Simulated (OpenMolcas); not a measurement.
Nb4+: effect of the metal basis

Nb4+ with its 6 nearest fluoride ions at 1.925 Å, on the Ge site of Cs2GeF6 (a = 9.021 Å, distance in the model lattice 1.804 Å). The rest of the host is ab initio model potentials to 7.6 Å and point charges beyond; the distance is set by hand and nothing relaxes.

```yaml
Program: OpenMolcas
Method: "SS-CASPT2, IPEA 0.25 Eh, imaginary shift 0.1 Eh (closed shells correlated: 4s 4p and the ligand valence shells)"
Spin-orbit_coupling: state interaction with AMFI integrals over the reference wave functions
```

Fixed: ligand basis ANO-RCC-VDZP, active space 1 electron in 5 orbitals (4d), DKH2 Hamiltonian.

States (labels of O, the rotations of Oh). Energies in cm-1 above the lowest state or level, χT in cm3 K/mol; under a threefold ground state the first gap can be a small split of the lowest multiplet, not the spin-orbit step; 10Dq is the gap between the two states.

```tsv
Run	Metal basis	Ground state	First state of that spin	10Dq	First gap with spin-orbit (degeneracies)	χT at 300 K	Cost
A	ANO-RCC-VDZP	2T2	2E 38310	38308	960 (4, 2)	0.152	roughly 7 core-seconds
B	ANO-RCC-VTZP	2T2	2E 37600	37599	960 (4, 2)	0.152	roughly 20 core-seconds
```

Against A, |10Dq| changes by -1.9 % in B.

Costs are those of the CASPT2 steps.

Roots that are degenerate in the reference are averaged as groups; the widest CASPT2 spread within a group is 220 cm-1 (the 3-fold group of multiplicity 2 near 0 cm-1 above the lowest state of its run, A). Shifts and gaps below about the spread of the groups concerned are not significant. Over all roots computed the reference weight is 0.73 in A, 0.72 in B; a low but even weight reflects the number of correlated electrons. An orbital triplet at a regular site is open to Jahn-Teller coupling, which can distort the site and quench the lowest spin-orbit gaps and is left out. Ligand-to-metal charge-transfer states are missing. With one d shell and no ligand orbital active, 10Dq can be off by a tenth or more. The least metal-like active orbital is 76 % on the metal (Löwdin) and no ligand orbital is active, so the numbers are rough (holds for A). The least metal-like active orbital is 78 % on the metal (Löwdin) and no ligand orbital is active, so the numbers are rough (holds for B). No measured value stands beside these numbers; the geometry was set by hand and not optimised.
